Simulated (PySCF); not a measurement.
Atomic charges by several schemes

Species: C6H6NO2P.
Geometry (GFN2-xTB, Å), atoms numbered from 1 in this order:
```xyz
16
C6H6NO2P angstrom
C     -1.821   -1.792    0.003
O     -1.532   -0.407    0.080
C     -0.242   -0.056    0.007
N      0.647   -1.024   -0.134
C      1.942   -0.760   -0.207
C      2.541    0.478   -0.148
P      1.671    1.974    0.030
C      0.050    1.319    0.091
C     -0.984    2.332    0.245
O     -0.718    3.508    0.330
H     -1.334   -2.332    0.818
H     -1.476   -2.204   -0.947
H     -2.903   -1.873    0.085
H      2.555   -1.647   -0.326
H      3.618    0.530   -0.217
H     -2.021    1.962    0.279
```

Density: PBE0/pcSseg-1 (PySCF); schemes: Mulliken, IAO, Hirshfeld and ESP-fitted. One conformer (not necessarily the lowest) at the GFN2-xTB geometry, without solvent, vibrations or thermal averaging.

Question: What partial charge does each atom carry?

Answer: In e:

```csv
atom,environment,Mulliken,IAO,Hirshfeld,ESP-fitted
C1,methoxy carbon,-0.005,-0.210,-0.036,-0.216
O2,aryl ether oxygen,-0.486,-0.322,-0.089,-0.329
C3,aromatic carbon bearing oxygen,+0.619,+0.346,+0.146,+0.649
N4,pyridine-type nitrogen,-0.513,-0.332,-0.158,-0.466
C5,aromatic CH next to a ring nitrogen,+0.165,+0.028,+0.033,+0.062
C6,aromatic CH carbon,-0.461,-0.439,-0.127,-0.175
P7,phosphorus bonded to 2 C,+0.648,+0.513,+0.180,+0.051
C8,substituted aromatic carbon,-0.693,-0.350,-0.105,-0.194
C9,aldehyde carbon,+0.393,+0.246,+0.099,+0.408
O10,aldehyde oxygen,-0.367,-0.403,-0.232,-0.435
H11,methyl hydrogen,+0.115,+0.153,+0.044,+0.116
H12,methyl hydrogen,+0.115,+0.153,+0.044,+0.116
H13,methyl hydrogen,+0.131,+0.162,+0.056,+0.155
H14,aromatic hydrogen,+0.112,+0.163,+0.056,+0.119
H15,aromatic hydrogen,+0.137,+0.171,+0.049,+0.136
H16,formyl hydrogen,+0.089,+0.122,+0.040,+0.005
```

Mean size of the charges over all atoms: Mulliken 0.316 e, IAO 0.257 e, ESP-fitted 0.227 e, Hirshfeld 0.093 e. Each set sums to the total charge, 0, to within 0.001 e. The Mulliken scheme counts on each atom the diagonal of the density matrix times the overlap matrix over that atom's basis functions.

Lowest charge. The schemes don't all agree: Mulliken C8 (-0.693); IAO C6 (-0.439); Hirshfeld O10 (-0.232); ESP-fitted N4 (-0.466).

Highest charge. The schemes don't all agree: Mulliken P7 (+0.648); IAO P7 (+0.513); Hirshfeld P7 (+0.180); ESP-fitted C3 (+0.649).

Question: How closely do the schemes follow one another over all atoms?

Answer: Correlation coefficient and root-mean-square difference: IAO with Hirshfeld 0.96, 0.184 e; Mulliken with IAO 0.94, 0.150 e; Mulliken with Hirshfeld 0.92, 0.289 e; Hirshfeld with ESP-fitted 0.86, 0.199 e; Mulliken with ESP-fitted 0.83, 0.221 e; IAO with ESP-fitted 0.82, 0.170 e.

Question: Sum the charges by element, for elements with more than one atom.

Answer: 
```tsv
element	atoms	Mulliken	IAO	Hirshfeld	ESP-fitted
C	6	+0.018	-0.379	+0.010	+0.532
O	2	-0.853	-0.726	-0.321	-0.764
H	6	+0.700	+0.923	+0.288	+0.646
```

Question: How many electrons does the ESP-fitted scheme count on C1?

Answer: Z − q = 6 − (-0.216) = 6.216.
